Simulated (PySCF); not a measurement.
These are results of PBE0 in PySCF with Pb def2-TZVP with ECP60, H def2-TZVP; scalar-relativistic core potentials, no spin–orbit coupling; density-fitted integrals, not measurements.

Each entry is the lowest minimum that a search over a few typed start shapes (and spin states, where more than one is plausible) found, or that minimum re-optimised at the stated level; isomers with ligand–ligand bonds, or fragments after loss of a ligand pair, can lie lower. Open shells are unrestricted.

PbH₃ is a doublet of C3v symmetry with Pb–H 1.779 Å (×3); H–Pb–H 108.9° (×3). Its wavenumbers are 620 (×2), 632, 1694, 1775 (×2) cm⁻¹.

(1) What changes when one electron is removed, giving PbH₃⁺?

## Answers

(1) It costs 7.46 eV between the minima (7.49 eV with zero-point energy). PbH₃⁺ is a singlet of D3h symmetry with Pb–H 1.732 Å (×3); H–Pb–H 120.0° (×3); wavenumbers 576 (×2), 687, 1902, 1969 (×2) cm⁻¹.

With an element this heavy the missing spin–orbit coupling can shift these numbers.
